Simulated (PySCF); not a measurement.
## Calculated data, AlBH3NO, B4H6, B3ClH4, B3FH4 and others

All values are calculated (PySCF 2.14.0). Calculation on a computer-drawn molecule: optimised geometry and harmonic frequencies of an isolated molecule of the commonest isotopes, restricted reference for singlets and unrestricted otherwise, frozen core in MP2.

Common to all runs: charge 0; multiplicity 1.

```yaml
- entry: 1
  formula: AlBH3NO
  start_structure:
    atoms_angstrom:
      - [B, -3.6753, 0.156, -2.0574]
      - ["N", -2.4585, 0.4064, -2.1631]
      - [Al, -0.7198, 0.729, -2.2363]
      - [O, -0.021, 1.4448, -3.5951]
      - [H, -4.8207, -0.0776, -1.9625]
      - [H, 0.2439, 0.3699, -1.0571]
      - [H, -0.4463, 1.7237, -4.3884]
  given:
    method: MP2
    basis: "cc-pV(D+d)Z"
    drawn_bonds_atom: [1, 2, 3, 1, 3, 4]
    drawn_bonds_other_atom: [2, 3, 4, 5, 6, 7]
    drawn_bonds_order: [2, 1, 1, 1, 1, 1]
  results:
    optimised_atom_element: [B, "N", Al, O, H, H, H]
    "optimised_atom_x [angstrom]": [-3.701, -2.459, -0.6941, 0.02999, -4.854, 0.2562, -0.4759]
    "optimised_atom_y [angstrom]": [0.1515, 0.4096, 0.7336, 1.458, -0.08507, 0.3689, 1.716]
    "optimised_atom_z [angstrom]": [-2.057, -2.171, -2.237, -3.604, -1.958, -1.05, -4.382]
    "modes_frequency [cm^-1]": [108.6, 128.0, 269.9, 389.2, 524.9, 592.1, 639.0, 714.8, 727.2, 732.8, 872.0, 1807, 2033, 2898, 3936]
    "modes_reduced_mass [dalton]": [3.726, 3.585, 4.967, 1.306, 1.229, 2.394, 1.631, 1.321, 1.316, 1.33, 6.792, 5.626, 1.044, 1.175, 1.067]
    "rotational_constants [GHz]": [23.75, 3.141, 2.774]
    "total_energy [hartree]": -398.2717
    "convergence_status_largest_gradient_component [hartree/bohr]": 2.095e-05
- entry: 2
  formula: B4H6
  start_structure:
    atoms_angstrom:
      - [B, -2.7256, 1.1128, 1.3501]
      - [B, -1.378, 0.649, 2.0834]
      - [B, -1.2575, 0.799, 3.6792]
      - [B, -0.2497, 0.0164, 1.1741]
      - [H, -2.8694, 2.2263, 0.9772]
      - [H, -3.659, 0.4404, 1.222]
      - [H, -0.8153, 1.7382, 4.1968]
      - [H, -1.5617, -0.1107, 4.374]
      - [H, 0.6043, 0.6972, 0.6907]
      - [H, -0.1995, -1.1693, 0.9244]
  given:
    method: HF
    basis: cc-pVDZ
    drawn_bonds_atom: [1, 2, 2, 1, 1, 3, 3, 4, 4]
    drawn_bonds_other_atom: [2, 3, 4, 5, 6, 7, 8, 9, 10]
    drawn_bonds_order: [1, 1, 1, 1, 1, 1, 1, 1, 1]
  results:
    optimised_atom_element: [B, B, B, B, H, H, H, H, H, H]
    "optimised_atom_x [angstrom]": [-2.82, -1.411, -1.232, -0.1814, -2.934, -3.752, -0.7568, -1.575, 0.6849, -0.134]
    "optimised_atom_y [angstrom]": [1.163, 0.6401, 0.7702, -0.01322, 2.294, 0.4198, 1.756, -0.1184, 0.6811, -1.193]
    "optimised_atom_z [angstrom]": [1.335, 2.067, 3.724, 1.143, 0.9456, 1.181, 4.221, 4.457, 0.6819, 0.9166]
    "modes_frequency [cm^-1]": [176.6, 176.6, 235.8, 345.4, 345.5, 405.0, 605.4, 605.4, 612.4, 857.1, 917.8, 940.7, 940.8, 1095, 1095, 1253, 1253, 1260, 2657, 2657, 2670, 2732, 2732, 2737]
    "modes_reduced_mass [dalton]": [2.765, 2.765, 1.653, 1.008, 1.008, 1.008, 1.25, 1.25, 3.516, 2.125, 1.313, 2.325, 2.324, 1.889, 1.89, 1.283, 1.283, 1.184, 1.053, 1.053, 1.057, 1.122, 1.122, 1.122]
    "rotational_constants [GHz]": [7.388, 7.386, 4.075]
    "total_energy [hartree]": -102.1408
    "convergence_status_largest_gradient_component [hartree/bohr]": 2.819e-05
- entry: 3
  formula: B3ClH4
  start_structure:
    atoms_angstrom:
      - [B, -3.3487, 0.6172, -0.6183]
      - [B, -1.7761, 0.2052, -0.9633]
      - [B, -0.7152, 1.463, -1.3102]
      - [Cl, -1.2294, -1.4527, -1.2038]
      - [H, -4.18, 0.7351, -1.3715]
      - [H, -3.6134, 0.7608, 0.5142]
      - [H, -0.6513, 1.9571, -2.3588]
      - [H, -0.2139, 1.8789, -0.44]
  given:
    method: HF
    basis: "cc-pV(D+d)Z"
    drawn_bonds_atom: [1, 2, 2, 1, 1, 3, 3]
    drawn_bonds_other_atom: [2, 3, 4, 5, 6, 7, 8]
    drawn_bonds_order: [1, 1, 1, 1, 1, 1, 1]
  results:
    optimised_atom_element: [B, B, B, Cl, H, H, H, H]
    "optimised_atom_x [angstrom]": [-3.456, -1.835, -0.6406, -1.297, -4.325, -3.778, -0.4715, 0.07528]
    "optimised_atom_y [angstrom]": [0.5527, 0.3546, 1.512, -1.354, 0.6258, 0.6117, 1.938, 1.924]
    "optimised_atom_z [angstrom]": [-0.5593, -1.008, -1.329, -1.169, -1.385, 0.5965, -2.439, -0.4574]
    "modes_frequency [cm^-1]": [171.7, 190.1, 260.9, 276.1, 310.1, 573.2, 578.7, 846.2, 865.2, 926.7, 1061, 1092, 1272, 1275, 2667, 2674, 2740, 2742]
    "modes_reduced_mass [dalton]": [2.882, 3.89, 1.396, 1.009, 1.245, 5.069, 1.211, 2.066, 3.716, 1.686, 1.717, 2.348, 1.213, 1.378, 1.056, 1.057, 1.122, 1.123]
    "rotational_constants [GHz]": [6.826, 4.753, 2.941]
    "total_energy [hartree]": -535.8627
    "convergence_status_largest_gradient_component [hartree/bohr]": 3.356e-05
- entry: 4
  formula: B3FH4
  start_structure:
    atoms_angstrom:
      - [B, -3.5519, -0.1436, 0.9622]
      - [B, -2.1507, 0.6197, 1.4597]
      - [B, -0.8461, 0.2072, 0.5752]
      - [F, -2.1123, 1.5255, 2.485]
      - [H, -3.8717, -1.1427, 1.4305]
      - [H, -4.2747, 0.2015, 0.0837]
      - [H, -0.2408, -0.739, 0.8104]
      - [H, -0.6024, 0.727, -0.402]
  given:
    method: HF
    basis: cc-pVDZ
    drawn_bonds_atom: [1, 2, 2, 1, 1, 3, 3]
    drawn_bonds_other_atom: [2, 3, 4, 5, 6, 7, 8]
    drawn_bonds_order: [1, 1, 1, 1, 1, 1, 1]
  results:
    optimised_atom_element: [B, B, B, F, H, H, H, H]
    "optimised_atom_x [angstrom]": [-3.703, -2.188, -0.7237, -2.145, -4.056, -4.45, 0.003504, -0.3892]
    "optimised_atom_y [angstrom]": [-0.1716, 0.5411, 0.2006, 1.441, -1.197, 0.3117, -0.6897, 0.8195]
    "optimised_atom_z [angstrom]": [0.9956, 1.356, 0.536, 2.365, 1.515, 0.1871, 0.8888, -0.4391]
    "modes_frequency [cm^-1]": [199.3, 206.6, 252.1, 301.7, 317.7, 567.8, 653.4, 876.1, 884.4, 1005, 1083, 1236, 1281, 1310, 2659, 2668, 2726, 2730]
    "modes_reduced_mass [dalton]": [2.715, 1.01, 1.056, 4.125, 1.738, 1.211, 4.14, 1.948, 2.317, 1.638, 2.182, 1.879, 1.335, 2.166, 1.057, 1.058, 1.121, 1.122]
    "rotational_constants [GHz]": [8.809, 6.993, 4.17]
    "total_energy [hartree]": -175.8034
    "convergence_status_largest_gradient_component [hartree/bohr]": 8.095e-06
- entry: 5
  formula: B3H5O
  start_structure:
    atoms_angstrom:
      - [B, 1.4163, -0.8766, 1.8019]
      - [B, 0.0973, 0.1971, 1.5494]
      - [B, 0.6951, 1.2933, 0.4419]
      - [O, -1.0643, 0.1574, 2.0011]
      - [H, 1.5818, -1.8161, 1.0757]
      - [H, 2.2625, -0.695, 2.592]
      - [H, 1.2474, 2.3221, 0.8631]
      - [H, 0.5622, 1.166, -0.691]
      - [H, -1.3516, -0.5789, 2.6643]
  given:
    method: HF
    basis: cc-pVDZ
    drawn_bonds_atom: [1, 2, 2, 1, 1, 3, 3, 4]
    drawn_bonds_other_atom: [2, 3, 4, 5, 6, 7, 8, 9]
    drawn_bonds_order: [1, 1, 1, 1, 1, 1, 1, 1]
  results:
    optimised_atom_element: [B, B, B, O, H, H, H, H, H]
    "optimised_atom_x [angstrom]": [1.441, 0.2575, 0.626, -1.012, 1.576, 2.221, 1.095, 0.4508, -1.21]
    "optimised_atom_y [angstrom]": [-1.017, 0.1649, 1.443, 0.1741, -2.016, -0.8722, 2.484, 1.339, -0.531]
    "optimised_atom_z [angstrom]": [1.86, 1.484, 0.3993, 1.999, 1.2, 2.767, 0.781, -0.7875, 2.595]
    "modes_frequency [cm^-1]": [186.5, 199.2, 238.9, 299.8, 324.6, 525.7, 657.6, 703.5, 849.1, 882.2, 1017, 1020, 1223, 1260, 1291, 1357, 2645, 2655, 2708, 2713, 4161]
    "modes_reduced_mass [dalton]": [1.014, 2.617, 1.049, 3.076, 1.694, 1.139, 3.997, 1.189, 2.244, 2.291, 1.604, 1.549, 1.244, 1.31, 1.412, 4.533, 1.057, 1.058, 1.12, 1.121, 1.067]
    "rotational_constants [GHz]": [8.548, 7.188, 4.177]
    "total_energy [hartree]": -151.8078
    "convergence_status_largest_gradient_component [hartree/bohr]": 2.18e-05
```
